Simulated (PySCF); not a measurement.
This PySCF input asks for the NMR shieldings of SMILES C=C=C(C)B(Cl)Cl, C4H5BCl2; the geometry comes from GFN2-xTB.

```python
import basis_set_exchange as bse
import numpy as np
from pyscf import gto, dft
from pyscf.prop import nmr

atoms = """
C     2.152216   -0.863604    0.041924
C     0.963140   -0.365765    0.023627
C    -0.242303    0.158115    0.011910
C    -1.419092   -0.678561   -0.442125
B    -0.465887    1.623403    0.460619
Cl    0.854212    2.607153    0.983981
Cl   -2.045580    2.313008    0.449768
H     2.546005   -1.363969    0.911909
H     2.809514   -0.798034   -0.810093
H    -2.149169   -0.754766    0.361262
H    -1.096567   -1.675945   -0.727956
H    -1.905292   -0.201720   -1.290852
"""
names = dict.fromkeys(["C", "B", "Cl", "H"], "pcSseg-1")
basis = {el: gto.basis.parse(bse.get_basis(n, elements=[el], fmt="nwchem")) for el, n in names.items()}
mol = gto.M(atom=atoms, basis=basis, charge=0, verbose=0)
mf = dft.RKS(mol, xc="PBE0")
mf.grids.level = 2
mf.grids.alignment = dft.numint.BLKSIZE   # the property module wants whole blocks of grid points
mf.conv_tol = 1e-9
mf.kernel()

calc = nmr.RKS(mf)   # GIAO
C = mf.mo_coeff
Co = C[:, mf.mo_occ > 0]
resp = mf.gen_response(singlet=True, hermi=2)
def vind(x):   # induced exchange potential for any number of trial vectors
    d = np.einsum("pi,xij,qj->xpq", C, 2 * x.reshape(-1, C.shape[1], Co.shape[1]), Co, optimize=True)
    return np.einsum("xpq,pi,qj->xij", resp(d - d.transpose(0, 2, 1)), C, Co, optimize=True).ravel()
mo1, _ = nmr.rhf.solve_mo1(calc, with_cphf=vind)
sigma = calc.kernel(mo1)
for i, s in enumerate(sigma):   # ppm
    w = np.linalg.eigvalsh((s + s.T) / 2)
    print("%2d %-2s iso %8.1f  s11 %8.1f  s22 %8.1f  s33 %8.1f" % (i, mol.atom_pure_symbol(i), w.mean(), *w))
```

**Question.** What are the results?

**Answer.** 
```
 0 C  iso    111.6  s11     22.2  s22    143.3  s33    169.3
 1 C  iso    -46.8  s11    -78.4  s22    -71.7  s33      9.8
 2 C  iso     83.6  s11      9.2  s22     83.3  s33    158.3
 3 C  iso    165.9  s11    153.6  s22    163.8  s33    180.4
 4 B  iso     45.8  s11     14.3  s22     37.8  s33     85.3
 5 Cl iso    711.0  s11    440.2  s22    773.2  s33    919.7
 6 Cl iso    699.9  s11    438.2  s22    718.7  s33    942.8
 7 H  iso     26.7  s11     24.6  s22     24.9  s33     30.5
 8 H  iso     26.7  s11     24.6  s22     24.9  s33     30.5
 9 H  iso     29.6  s11     25.4  s22     28.7  s33     34.8
10 H  iso     29.9  s11     25.2  s22     28.7  s33     35.8
11 H  iso     29.6  s11     25.3  s22     28.7  s33     34.8
```

These numbers come from an equivalent density-fitted implementation of the same equations, which agrees with the script to about 0.01 ppm for H and up to a few tenths of a ppm for heavy atoms, so last digits may differ.

Size and cost of the density-fitted run: 158 basis functions, 24 s wall time on 1 thread of an Intel Xeon Platinum 8259CL, shared host; peak memory 0.72 GiB.
